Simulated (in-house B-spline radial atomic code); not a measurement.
## BP86 excitations of the silver ion Ag⁺

Method: BP86. Computed with a B-spline radial code for spherical atoms: linear response of the closed shell [Kr] 4d10 with the functional's adiabatic kernel; scalar-relativistic (spin-free one-electron X2C), finite nucleus, no spin-orbit coupling, no double excitations, S, P, D and F terms only; shells from n = 2 respond. Only terms of natural parity with L up to 3 were computed.

Command:
```bash
python run_td.py task.json out
```
Settings (radii: box in bohr, nucleus in fm):
```
Z                        47
electrons                46
configuration            [Kr] 4d10
hamiltonian              x2c
method                   b88,p86
box_radius               41.61
rms_radius               4.5454
intervals                74
```

Cost of the run: 2.8 s on 1 thread of Intel(R) Xeon(R) Platinum 8488C (Sapphire Rapids), on a shared host.

The lowest states, in the order of their Tamm-Dancoff energies; the method's threshold (minus the highest occupied level) is 15.752 eV. Labels give the largest channel, * marks a mixed state, and oscillator strengths are full-response dipole values. Semilocal kernels can invert the small singlet-triplet splittings of Rydberg terms. Energies in eV:

| state | full response | Tamm-Dancoff | oscillator strength |
| --- | --- | --- | --- |
| 4d → 5s 3D | 3.969 | 4.012 | - |
| 4d → 5s 1D | 4.625 | 4.648 | - |
| 4d → 5p 3P | 9.078 | 9.113 | - |
| 4d → 5p 3F | 9.158 | 9.183 | - |
| 4d → 5p 1F | 9.363 | 9.371 | - |
| 4d → 5p 1P | 9.995 | 10.069 | 0.585 |
| 4d → 6s 3D | 12.643 | 12.646 | - |
| 4d → 6s 1D | 12.698 | 12.700 | - |
| 4d → 5d 3S | 13.590 | 13.595 | - |
| 4d → 6p 3P | 13.623 | 13.627 | - |
| 4d → 6p 3F | 13.628 | 13.631 | - |
| 4d → 5d 3D | 13.652 | 13.653 | - |
| 4d → 6p 1F | ? | ? | - |
| 4d → 5d 1D | 13.678 | 13.681 | - |
| 4d → 6p 1P | 13.757 | 13.768 | 0.054 |
| 4d → 5d 1S | ? | ? | - |

Question: Where does 4d → 6p 1F lie?

Answer: At 13.661 eV in full response, 13.661 eV in Tamm-Dancoff.

Question: Where does 4d → 5d 1S lie?

Answer: At 13.934 eV in full response, 13.966 eV in Tamm-Dancoff.

Question: How large is the singlet-triplet splitting of 4d → 5s (D terms) in Tamm-Dancoff?

Answer: 0.636 eV, from the unrounded values.

Question: What polarisabilities and dispersion coefficient does the method give?

Answer: Dipole 10.83 bohr³, quadrupole 74.46 bohr⁵, C6 65.2 hartree·bohr⁶ for two such species.
